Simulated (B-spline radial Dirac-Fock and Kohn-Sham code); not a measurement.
## Dipole and non-dipole photoemission parameters of Gd⁺ 5p1/2

System: gadolinium as Gd⁺ in the configuration [Xe] 4f7 5d1 6s1; threshold 41.15 eV (orbital energy of the model). The computed values come from a radial B-spline solver: Dirac-Hartree-Slater photoionisation with a Latter tail; cross sections with all multipoles, angular parameters from the dipole term and its interference with E2.

For linearly polarised light dσ/dΩ = σ/(4π) [1 + β P₂(cos θ) + (δ + γ cos²θ) sin θ cos φ], with θ from the polarisation vector and φ the angle between the beam and the projection of the electron momentum on the plane normal to the polarisation.

| hν (eV) | σ (kb) | β | γ | δ |
| --- | --- | --- | --- | --- |
| 50.9 | 1310 | 1.947 | 0.030 | -0.006 |
| 53.4 | 1100 | 1.906 | 0.074 | -0.009 |
| 65.8 | 510 | 1.591 | 0.272 | -0.022 |
| 90 | 177 | 0.762 | 0.365 | -0.027 |
| 170 | 47.4 | 0.030 | -0.055 | 0.029 |
| 183 | 43.6 | 0.117 | -0.061 | 0.033 |
| 285 | 28.7 | 0.775 | 0.107 | 0.032 |
| 300 | 27.3 | 0.845 | 0.134 | 0.030 |
| 333 | 24.7 | 0.974 | 0.185 | 0.026 |
| 350 | 23.6 | 1.031 | 0.206 | 0.024 |
| 492 | 16.7 | 1.339 | 0.297 | 0.013 |
| 580 | 13.8 | 1.444 | 0.301 | 0.008 |
| 589 | 13.6 | 1.452 | 0.301 | 0.008 |
| 800 | 9.32 | 1.588 | 0.245 | 0.002 |
| 1320 | 4.58 | 1.698 | 0.075 | -0.001 |
| 1330 | 4.53 | 1.699 | 0.073 | -0.001 |
| 2000 | 2.32 | 1.719 | -0.018 | -0.003 |
| 2890 | 1.19 | 1.701 | 0.012 | -0.003 |
| 2984.4 | 1.12 | 1.698 | 0.021 | -0.003 |
| 3990 | 0.632 | 1.663 | 0.148 | -0.002 |
| 4460 | 0.502 | 1.645 | 0.218 | -0.001 |
| 5130 | 0.374 | 1.620 | 0.322 | 0.002 |
| 5410 | 0.333 | 1.610 | 0.366 | 0.003 |
| 5414.7 | 0.333 | 1.610 | 0.366 | 0.003 |
| 5970 | 0.269 | 1.590 | 0.453 | 0.005 |
| 6000 | 0.266 | 1.589 | 0.458 | 0.005 |
| 6680 | ? | ? | ? | ? |
| 8820 | 0.110 | 1.499 | 0.874 | 0.021 |
| 12000 | 0.0515 | 1.413 | 1.262 | 0.044 |
| 15000 | 0.0290 | 1.344 | 1.566 | 0.067 |

Question: Give the values at 6680 eV.

Answer: σ = 0.209 kb, β = 1.566, γ = 0.563, δ = 0.008.
